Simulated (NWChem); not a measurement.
System: H2SeO2; SMILES O[Se]O

Parts of the log:

```
             Northwest Computational Chemistry Package (NWChem) 7.3.0
             --------------------------------------------------------

 CS  symmetry detected

                             Geometry "geometry" -> ""
                             -------------------------

 Output coordinates in angstroms (scale by  1.889725989 to convert to a.u.)

  No.       Tag          Charge          X              Y              Z
 ---- ---------------- ---------- -------------- -------------- --------------
    1 Se                  34.0000     0.40712527    -0.01040648     0.00000000
    2 O                    8.0000    -0.74050184    -0.07793059     1.37027686
    3 H                    1.0000    -0.99711487     0.80035482     1.66824002
    4 O                    8.0000    -0.74050184    -0.07793059    -1.37027686
    5 H                    1.0000    -0.99711487     0.80035482    -1.66824002

 Effective nuclear repulsion energy (a.u.)     200.3947297900

      Symmetry information
      --------------------

 Group name             Cs
 Group number              2
 Group order               2
 No. of unique centers     3

                                Z-matrix (autoz)
                                --------

 Units are Angstrom for bonds and degrees for angles

      Type          Name      I     J     K     L     M      Value
      ----------- --------  ----- ----- ----- ----- ----- ----------
    1 Stretch                  1     2                       1.78865
    2 Stretch                  1     4                       1.78865
    3 Stretch                  2     3                       0.96230
    4 Stretch                  4     5                       0.96230
    5 Bend                     1     2     3               111.95350
    6 Bend                     1     4     5               111.95350
    7 Bend                     2     1     4               100.00917
    8 Torsion                  2     1     4     5          92.23321
    9 Torsion                  3     2     1     4         -92.23321

                           NWChem Geometry Optimization
                           ----------------------------

 maximum gradient threshold         (gmax) =   0.000450
 rms gradient threshold             (grms) =   0.000300
 maximum cartesian step threshold   (xmax) =   0.001800
 rms cartesian step threshold       (xrms) =   0.001200
 fixed trust radius                (trust) =   0.300000
 source of zmatrix                         =   autoz

          -------------------
          Energy Minimization
          -------------------

 Using diagonal initial Hessian
 Scaling for Hessian diagonals: bonds = 1.00  angles = 0.25  torsions = 0.10

          --------
          Step   0

                                 NWChem DFT Module
                                 -----------------

 Summary of "ao basis" -> "ao basis" (spherical)
 ------------------------------------------------------------------------------
       Tag                 Description            Shells   Functions and Types
 ---------------- ------------------------------  ------  ---------------------
 Se                         def2-svp                12       32   5s4p3d
 O                          def2-svp                 6       14   3s2p1d
 H                          def2-svp                 3        5   2s1p

      Symmetry analysis of basis
      --------------------------

        a'         41
        a"         29

            General Information
            -------------------
          SCF calculation type: DFT
          Wavefunction type:  closed shell.
          No. of atoms     :     5
          No. of electrons :    52
           Alpha electrons :    26
            Beta electrons :    26
          Charge           :     0
          Spin multiplicity:     1
          Use of symmetry is: on ; symmetry adaption is: on
          Maximum number of iterations: 150
          AO basis - number of functions:    70
                     number of shells:    30
          Convergence on energy requested:  1.00D-06
          Convergence on density requested:  1.00D-05
          Convergence on gradient requested:  5.00D-04

              XC Information
              --------------
                         PBE0 Method XC Functional
                     Hartree-Fock (Exact) Exchange  0.250
          PerdewBurkeErnzerhof Exchange Functional  0.750
            Perdew 1991 LDA Correlation Functional  1.000 local
           PerdewBurkeErnz. Correlation Functional  1.000 non-local

[...]

      ----------------------
      Optimization converged
      ----------------------

  Step       Energy      Delta E   Gmax     Grms     Xrms     Xmax
  ---- ---------------- -------- -------- -------- -------- --------
@    6   -2552.30380079 -1.1D-07  0.00000  0.00000  0.00018  0.00042
                                     ok       ok       ok       ok

                                Z-matrix (autoz)
                                --------

 Units are Angstrom for bonds and degrees for angles

      Type          Name      I     J     K     L     M      Value     Gradient
      ----------- --------  ----- ----- ----- ----- ----- ---------- ----------
    1 Stretch                  1     2                       1.79166    0.00000
    2 Stretch                  1     4                       1.79166    0.00000
    3 Stretch                  2     3                       0.96631    0.00000
    4 Stretch                  4     5                       0.96631    0.00000
    5 Bend                     1     2     3               107.72439   -0.00000
    6 Bend                     1     4     5               107.72439   -0.00000
    7 Bend                     2     1     4               102.12229    0.00000
    8 Torsion                  2     1     4     5          88.45426    0.00000
    9 Torsion                  3     2     1     4         -88.45426   -0.00000

                         Geometry "geometry" -> "geometry"
                         ---------------------------------

 Output coordinates in angstroms (scale by  1.889725989 to convert to a.u.)

  No.       Tag          Charge          X              Y              Z
 ---- ---------------- ---------- -------------- -------------- --------------
    1 Se                  34.0000     0.39261526    -0.01023055     0.00000000
    2 O                    8.0000    -0.73056868    -0.09044126     1.39358722
    3 H                    1.0000    -0.99979302     0.81277753     1.60680130
    4 O                    8.0000    -0.73056868    -0.09044126    -1.39358722
    5 H                    1.0000    -0.99979302     0.81277753    -1.60680130

 Effective nuclear repulsion energy (a.u.)     200.2264327433

      Symmetry information
      --------------------

 Group name             Cs
 Group number              2
 Group order               2
 No. of unique centers     3

                Final and change from initial internal coordinates
                --------------------------------------------------

                                Z-matrix (autoz)
                                --------

 Units are Angstrom for bonds and degrees for angles

[...]

 Rotational Constants
 --------------------
 A=   0.518063 cm-1  (  0.745360 K)
 B=   0.244697 cm-1  (  0.352056 K)
 C=   0.171476 cm-1  (  0.246711 K)

 Temperature                      =   298.15K
 frequency scaling parameter      =   1.0000

 Zero-Point correction to Energy  =   17.803 kcal/mol  (  0.028370 au)
 Thermal correction to Energy     =   20.361 kcal/mol  (  0.032447 au)
 Thermal correction to Enthalpy   =   20.953 kcal/mol  (  0.033390 au)

 Total Entropy                    =   67.735 cal/mol-K
   - Translational                =   40.062 cal/mol-K (mol. weight = 112.9238)
   - Rotational                   =   23.811 cal/mol-K (symmetry #  =        1)
   - Vibrational                  =    3.862 cal/mol-K

 Cv (constant volume heat capacity) =   12.606 cal/mol-K
   - Translational                  =    2.979 cal/mol-K
   - Rotational                     =    2.979 cal/mol-K
   - Vibrational                    =    6.647 cal/mol-K

[normal modes left out]

 ----------------------------------------------------------------------------
 Normal Eigenvalue ||           Projected Infra Red Intensities
  Mode   [cm**-1]  || [atomic units] [(debye/angs)**2] [(KM/mol)] [arbitrary]
 ------ ---------- || -------------- ----------------- ---------- -----------
    1       -0.000 ||    0.000002           0.000         0.002       0.000
    2       -0.000 ||    0.000015           0.000         0.015       0.004
    3        0.000 ||    0.000000           0.000         0.000       0.000
    4        0.000 ||    0.003506           0.081         3.417       0.806
    5        0.000 ||    0.007114           0.164         6.936       1.635
    6        0.000 ||    0.007097           0.164         6.918       1.631
    7      270.099 ||    0.003389           0.078         3.304       0.779
    8      432.368 ||    0.071342           1.646        69.548      16.395
    9      509.042 ||    0.126329           2.915       123.152      29.031
   10      670.707 ||    0.117481           2.710       114.526      26.998
   11      695.724 ||    0.039021           0.900        38.040       8.967
   12     1092.551 ||    0.071136           1.641        69.346      16.347
   13     1098.371 ||    0.034815           0.803        33.940       8.001
   14     3844.783 ||    0.050000           1.154        48.742      11.490
   15     3845.354 ||    0.121475           2.803       118.420      27.916
 ----------------------------------------------------------------------------
```

Level: PBE0/def2-SVP. This build's default masses of Se (78.918 u) and Br (79.917 u) are each other's, which moves their modes by up to 0.6 %.

Question: Which NWChem input produces such a log?

Answer: One answer among several that fit: the input that was run:
```
start job
memory heap 200 mb stack 900 mb global 1100 mb
geometry units angstroms
  Se     0.074670    -0.086415     0.330991
  O      0.989895     0.924684    -0.826265
  H      0.725058     1.848868    -0.784285
  O     -1.275879    -0.613147    -0.716818
  H     -2.033403    -0.023360    -0.651040
end
basis spherical
  * library def2-svp
end
dft
  xc pbe0
  iterations 150
end
driver
  maxiter 120
end
task dft optimize
task dft freq
```
